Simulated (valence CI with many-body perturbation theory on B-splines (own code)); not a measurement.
The numbers below are computed, except where a source is named.
# Sm⁵⁵⁺ in three bases

Level of theory: relativistic CI+MBPT: five valence electrons over a frozen Dirac-Fock core [He], radial functions for each j: 9 s, 9 p, 8 d, 6 f, 3 g, 1 h, with the one-electron correlation potential Σ1, the two-electron term Σ2, the three-electron term Σ3, Breit, model QED; selected CI, second order for the rest, scaled by the run's own slope (own B-spline code, finite nucleus).

No measured spectrum was set against this ion. As an estimate, large intervals hold to a few tenths of a per cent, small ones and those within an open d or f shell to about a per cent. Among the levels kept, up to 3900 cm⁻¹ of a level comes from second order outside the variational space, and about a tenth of that is noise between levels of different J, which matters for small intervals.

The reference run has the lowest level (2s^2 2p1/2^2 2p3/2) J=3/2 and an ionisation energy of 11337.4 eV. Its largest variational space holds 20000 state functions.

Levels are named by their leading jj configuration (3d3/2^4 stands for four electrons in 3d with j = 3/2), which in mixed levels can hold well under half, so a name can repeat and another be missing. Letters in brackets count levels of one name in rising energy.

Changed runs:
A. basis 6 s, 6 p, 5 d, 3 f, 1 g
B. basis 5 s, 5 p, 4 d, 2 f

Excitation energies of the reference run in cm⁻¹, and shifts in cm⁻¹:

```tsv
Level	Reference	A	B
(2s^2 2p1/2 2p3/2^2) J=3/2	4925530	-12	-269
(2s^2 2p1/2 2p3/2^2) J=5/2	5101580	+152	+181
(2s^2 2p1/2 2p3/2^2) J=1/2	5417020	+64	+206
(2s 2p1/2^2 2p3/2^2) J=5/2	7063390	-51	-290
(2s 2p1/2^2 2p3/2^2) J=1/2	7734120	-39	+77
(2s 2p1/2^2 2p3/2^2) J=3/2	7746060	+78	+236
(2s^2 2p3/2^3) J=3/2	10354200	+72	-5.2
(2s 2p1/2 2p3/2^3) J=3/2 [a]	12170400	-104	-446
(2s 2p1/2 2p3/2^3) J=5/2	12466100	+120	+98
(2s 2p1/2 2p3/2^3) J=1/2	12846900	+44	+46
(2s 2p1/2 2p3/2^3) J=3/2 [b]	12928700	+162	+359
(2p1/2^2 2p3/2^3) J=3/2	15289300	-39	+56
Ionisation energy (eV)	11337.4	-0.018	-0.11
```
